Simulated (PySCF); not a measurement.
Ge(SH)2Cl2, `[SH][Ge]([SH])([Cl])[Cl]`. Level of theory: PBE0-D3(BJ)/def2-SVP geometry optimisation, gas phase in PySCF.

```
atom  x, y, z in Å
Ge1   -0.0555   -0.0253   -0.0815
S2    -0.4801   -0.0079    2.0733
H3    -1.6668    0.6121    1.8867
S4     2.1279   -0.0063   -0.3264
H5     2.0631   -0.6064   -1.5360
Cl6   -1.0186    1.6682   -0.9930
Cl7   -0.8782   -1.7365   -1.0916
```

(1) What is the longest distance between nuclei?

(2) Work out the bond lengths Ge1–S2, Ge1–S4, Ge1–Cl6, Ge1–Cl7, S2–H3, S4–H5 in bohr.

(3) Where is the centre of mass (commonest isotopes), and what is the radius of gyration?

(4) What is the repulsion energy of the bare nuclei, Σ ZA·ZB/RAB?

(5) Give the dihedral angles Cl7–Ge1–S2–H3, S2–Ge1–S4–H5, Cl6–Ge1–S4–H5.

(6) How far apart are these pairs, which share no bond: Ge1···H3, S2···S4, S2···Cl6, H3···S4, S4···Cl7?

(7) What are the angles S2–Ge1–Cl6, Cl6–Ge1–Cl7, S2–Ge1–S4, S4–Ge1–Cl6?

(8) Write the matrix of distances between heavy atoms (Å, lower triangle).

Results:

(1) H3···H5, 5.21 Å; the next longest distance is 4.46 Å.

(2) For Ge1–S2 the difference vector is (-0.4246, 0.0174, 2.1548) Å, of length 2.1963 Å. 1 bohr = 0.529177 Å. Ge1–S2 4.150; Ge1–S4 4.152; Ge1–Cl6 4.065; Ge1–Cl7 4.064; S2–H3 2.555; S4–H5 2.555 bohr.

(3) Mass 209.819 u; centre at (-0.083, -0.022, -0.108) Å; Rg = √(Σ m r²/M) = 1.754 Å. As Ia + Ib + Ic = 2 Σ m r², the three principal moments sum to 1291.4 u·Å².

(4) 797.72 Eh over 21 pairs, with full nuclear charges and distances in bohr; the largest single term is 133.85 Eh (Ge1 with Cl7, or a pair equal to it).

(5) Cl7–Ge1–S2–H3 -87° (synclinal); S2–Ge1–S4–H5 154° (antiperiplanar); Cl6–Ge1–S4–H5 -86° (synclinal). Dihedral signs follow IUPAC: positive where, seen along the central bond, the front bond turns clockwise onto the rear one.

(6) Ge1···H3 2.622 Å (2 bonds apart); S2···S4 3.544 Å (2 bonds apart); S2···Cl6 3.536 Å (2 bonds apart); H3···S4 4.436 Å (3 bonds apart); S4···Cl7 3.552 Å (2 bonds apart).

(7) From the scalar product of the two bond vectors; for S2–Ge1–Cl6 it is -1.5257 Å² over 2.1963 × 2.1509 Å², cos θ = -0.3230. S2–Ge1–Cl6 108.8°; Cl6–Ge1–Cl7 104.8°; S2–Ge1–S4 107.5°; S4–Ge1–Cl6 113.0°.

(8) 
```
Ge1   0.000
S2    2.196  0.000
S4    2.197  3.544  0.000
Cl6   2.151  3.536  3.626  0.000
Cl7   2.151  3.628  3.552  3.409  0.000
```

PBE0-D3(BJ)/def2-SVP frequencies: not computed here. One conformer, not necessarily the lowest.
